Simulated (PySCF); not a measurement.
## GaSe: energy against distance

Set-up: Ga x2c-TZVPPall, Se x2c-TZVPPall; spin-free X2C with a Gaussian nucleus (PySCF 2.14). Energies in eV from Ga + Se in their ground configurations at the same level. State: ²Σ⁺ (doublet), unpaired electrons σ ↑.

```
R (Å)  LC-ωPBE  UHF-SCS-MP2
1.892   -2.121       -2.096
1.980   -2.686       -2.732
2.068   -2.962       -3.056
2.134   -3.038       -3.152
2.200   -3.037       -3.156
2.266   -2.982       -3.099
2.354   -2.853       -2.963
2.464   -2.641       -2.744
2.596   -2.351       -2.452
2.772   -1.949       -2.052
```

Q: Put a parabola through the three lowest points of the LC-ωPBE curve and estimate Re, k and ωe (reduced mass 37.01 u; 1 eV/Å² = 0.16022 mdyn/Å; ωe = 1302.8·√(k/μ) cm⁻¹).

A: Through R = 2.068, 2.134, 2.2 Å the second-order coefficient is 8.84 eV/Å², so Re ≈ 2.166 Å, k ≈ 2.83 mdyn/Å and ωe ≈ 360 cm⁻¹. A polynomial fit of higher order to the unrounded LC-ωPBE energies gives Re = 2.165 Å, k = 2.39 mdyn/Å, ωe = 331 cm⁻¹; anharmonicity and rounding make the difference.

The higher-order fit for each curve: LC-ωPBE: Re = 2.165 Å, ωe = 331 cm⁻¹, De = 3.05 eV; UHF-SCS-MP2: Re = 2.170 Å, ωe = 351 cm⁻¹, De = 3.16 eV.

Correlated steps freeze 18 core orbitals. Spin–orbit coupling is left out. The state is the lowest determinant that a PBE0 search found; another state may lie lower at other levels.
